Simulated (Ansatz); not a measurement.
(RbH)n off: PBE-D4/def2-SVP single points in Ansatz on relaxed structures, gas phase. Each cluster is the lowest isomer that a short search found in that spin, judged at the geometry's level, and lower ones may exist. Core potentials for Rb, no spin–orbit coupling. HOMO and LUMO are taken over both spins. Binding counts from free atoms in the multiplicity of their measured ground term, without zero-point energy. The structures are stationary points that may keep the symmetry of their start.

Q: Estimate the order by LUMO (eV), lowest first.
A. Rb2H (doublet)
B. Rb5H4 (doublet)

A: A (-1.65), B (-1.29).

In full:

| species | atoms | state | geometry | HOMO (eV) | LUMO (eV) | gap (eV) | binding per atom (eV) | point group (within 0.1 Å) |
| --- | --- | --- | --- | --- | --- | --- | --- | --- |
| Rb2H | 3 | doublet | B3LYP-D4/def2-TZVP | -1.98 | -1.65 | 0.33 | 0.77 | – |
| Rb2H3 | 5 | doublet | r2SCAN-D4/def2-TZVP | -2.02 | -1.62 | 0.39 | 1.37 | – |
| Rb5H4 | 9 | doublet | B3LYP-D4/def2-SVP | -1.87 | -1.29 | 0.58 | 1.29 | – |

The gap (eV) runs from 0.33 (Rb2H) to 0.58 (Rb5H4). The binding per atom (eV) runs from 0.77 (Rb2H) to 1.37 (Rb2H3).
